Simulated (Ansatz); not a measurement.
`C[SiH2][NH][GeH3]` + H₂Te → `C[SiH2][TeH]` + `[NH2][GeH3]` at 600 K and 1 bar (ligand exchange at the Si–N bond).

Program: Ansatz. Geometries: PBE0-D4/def2-TZVP. ΔE: electronic, gas phase. CCSD(T)/CBS is the MP2 limit (def2-TZVPP, def2-QZVPP) plus CCSD(T) − MP2 in def2-TZVPP, frozen cores. Elements past krypton have def2 core potentials. For Ge, Te outer-core shells are correlated without core-valence functions, which leaves a few kJ/mol of doubt a bond. Scalar relativity is left out up to krypton. Each species was taken in one conformer, which may not be the lowest.

```json
{"species": "`C[SiH2][NH][GeH3]`", "CCSD(T)/CBS energy (Eh)": "-2463.39859", "H − E (kJ/mol)": "317.5", "S (J/(mol·K))": "491.8"}
{"species": "H₂Te", "CCSD(T)/CBS energy (Eh)": "-268.91024", "H − E (kJ/mol)": "52.9", "S (J/(mol·K))": "255.0"}
{"species": "`C[SiH2][TeH]`", "CCSD(T)/CBS energy (Eh)": "-598.49179", "H − E (kJ/mol)": "212.5", "S (J/(mol·K))": "414.1"}
{"species": "`[NH2][GeH3]`", "CCSD(T)/CBS energy (Eh)": "-2133.81884", "H − E (kJ/mol)": "167.5", "S (J/(mol·K))": "333.3"}
```

H − E and S are ideal-gas, rigid-rotor, harmonic terms from PBE0-D4/def2-TZVP, for one conformer and one mirror image of each species. 1 Eh = 2625.50 kJ/mol, R = 8.31446 J/(mol·K).

Q: By hand: ΔE, ΔH, ΔS and ΔG.

A: ΔE = (-598.49179) + (-2133.81884) − (-2463.39859) − (-268.91024) = -0.00180 Eh = -4.7 kJ/mol. Δ(H − E) = 212.5 + 167.5 − 317.5 − 52.9 = 9.6, so ΔH = 4.9 kJ/mol. ΔS = 414.1 + 333.3 − 491.8 − 255.0 = 0.6 J/(mol·K). ΔG = 4.9 − 600 × (0.6)/1000 = 4.5 kJ/mol.

Q: By hand: the equilibrium constant, and the temperature at which ΔG would vanish if ΔH and ΔS stayed fixed.

A: log₁₀ K = −ΔG/(RT ln 10) = -0.4. ΔG = 0 at ΔH/ΔS = 8167 K, far beyond where these terms or the molecules hold.

The number of gas molecules stays the same, so ΔS is small and ΔH decides. The sign of ΔG lies within the doubt. A doubt of 5 kJ/mol in ΔE shifts log₁₀ K by 0.4 here. Other conformers and mirror images would add mixing entropy, several J/(mol·K) or more a flexible species. Modes under 60 cm⁻¹, often nearly free rotors, make the harmonic entropy too high. These are equilibria of isolated gas molecules and say nothing of rates. Largest T1 diagnostic: 0.011 (customary marks: 0.02 for closed shells, 0.045 for open ones).
